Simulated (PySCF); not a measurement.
Computed spin Hamiltonian

C9H8 (charge +1 and doublet state).
Geometry (GFN2-xTB, Å), atoms numbered from 1 in this order:
```
atom  x, y, z in Å
C1     3.5763   -1.2754    0.0557
C2     2.4912   -0.7372    0.1008
C3     1.2445   -0.1082    0.1504
C4     1.1772    1.3081   -0.0483
C5    -0.0449    1.9463   -0.0051
C6    -1.1967    1.2112    0.2330
C7    -1.1497   -0.2017    0.4315
C8    -2.4083   -0.9287    0.6760
C9     0.0791   -0.8402    0.3862
H10    4.5190   -1.7461    0.0186
H11    2.0909    1.8546   -0.2288
H12   -0.1060    3.0133   -0.1538
H13   -2.1558    1.7081    0.2707
H14   -2.9059   -0.5347    1.5671
H15   -2.2508   -1.9967    0.7949
H16   -3.1128   -0.7526   -0.1418
H17    0.1458   -1.9079    0.5324
```

Identity: `[CH+]=[C]c1cccc(C)c1` [radical] (charge +1).

Method: UKS B3LYP, pcH-1 on C H, non-relativistic, mean-field spin-orbit, GIAO (PySCF). Geometry: GFN2-xTB; no solvent, vibrations or thermal averaging. Couplings are sensitive to structure, and on GFN2-xTB geometries they can be far from those on DFT ones, by a factor of two or more for some ions and for spin on atoms past the first row. No stability test was run, so a lower SCF solution isn't excluded.

* g1, g2, g3: 2.00218, 2.00284, 2.00379
* g_iso: 2.00293
* Form of g: rhombic: the two nearest values differ by 41 % of g3 − g1
* ⟨S²⟩: 0.7696 (exact 0.7500)
* α and β electrons: 31, 30
* HOMO–LUMO gap, α and β orbitals: 5.35, 1.91 eV
* Basis functions: 305

Isotropic coupling and dipolar principal values T1 to T3, in MHz; ρ(0) is the spin density at the nucleus:

```tsv
atom	isotope	a_iso	T1	T2	T3	Mulliken spin population	ρ(0) (bohr⁻³)
C1	13C	25.0	-30.1	-26.0	56.0	0.35	0.0222
C2	13C	-25.2	-8.9	4.1	4.8	-0.04	-0.0225
C3	13C	9.2	-17.9	-16.6	34.6	0.20	0.0082
C4	13C	14.7	-21.1	-20.2	41.2	0.25	0.0130
C5	13C	-20.8	-12.9	5.7	7.2	-0.12	-0.0185
C6	13C	25.2	-28.4	-27.4	55.9	0.36	0.0224
C7	13C	-1.5	-7.8	-6.5	14.3	0.07	-0.0013
C8	13C	-3.6	-2.2	-0.7	2.9	0.00	-0.0032
C9	13C	-11.6	-6.6	3.1	3.5	-0.05	-0.0103
H10	1H	-28.6	-13.3	-2.7	16.0	-0.01	-0.0064
H11	1H	-17.5	-9.4	-2.4	11.8	-0.01	-0.0039
H12	1H	4.3	-2.8	0.2	2.6	0.00	0.0010
H13	1H	-22.9	-13.4	-2.0	15.4	-0.01	-0.0051
H14	1H	31.6	-2.5	-0.4	3.0	0.01	0.0071
H15	1H	-1.4	-1.1	-1.0	2.1	0.00	-0.0003
H16	1H	30.3	-2.5	-0.4	3.0	0.01	0.0068
H17	1H	1.3	-2.3	-0.3	2.6	0.00	0.0003
```

The Mulliken spin populations are largest on C6 (+0.36), C1 (+0.35), C4 (+0.25) and C3 (+0.20). Four atoms exceed +0.15. The positive populations add up to 1.26 and the negative ones to -0.26, together 2S = 1.

C2, the radical centre as drawn in `[CH+]=[C]c1cccc(C)c1`, holds a spin population of -0.04 out of 1.

Axes: g3 points within 12° of the C4–C5 bond.

Under fast tumbling the dipolar parts average out, and these isotropic splittings remain: 1 × 1H (H10, I = 1/2, 2 lines) with 1.02 mT, 1 × 1H (H13, I = 1/2, 2 lines) with 0.82 mT, 3 × 1H (H14/H15/H16, I = 1/2, 4 lines) with 0.72 mT, 1 × 1H (H11, I = 1/2, 2 lines) with 0.62 mT, 1 × 1H (H12, I = 1/2, 2 lines) with 0.15 mT and 1 × 1H (H17, I = 1/2, 2 lines) with 0.05 mT.

Class means assume fast exchange of nuclei equivalent by connectivity; if that motion is slow, each nucleus keeps its own coupling. The three 1H nuclei of mean +20.2 MHz run from -1.4 to 31.6 MHz in the frozen geometry.

The 13C coupling of C2 (-25.2 MHz) shows only in satellite lines or after enrichment, since that isotope makes up about 1.07 % of natural carbon.

Examples of negative spin density at the nucleus (bohr⁻³): C2 (-0.0225), C5 (-0.0185) and C9 (-0.0103).
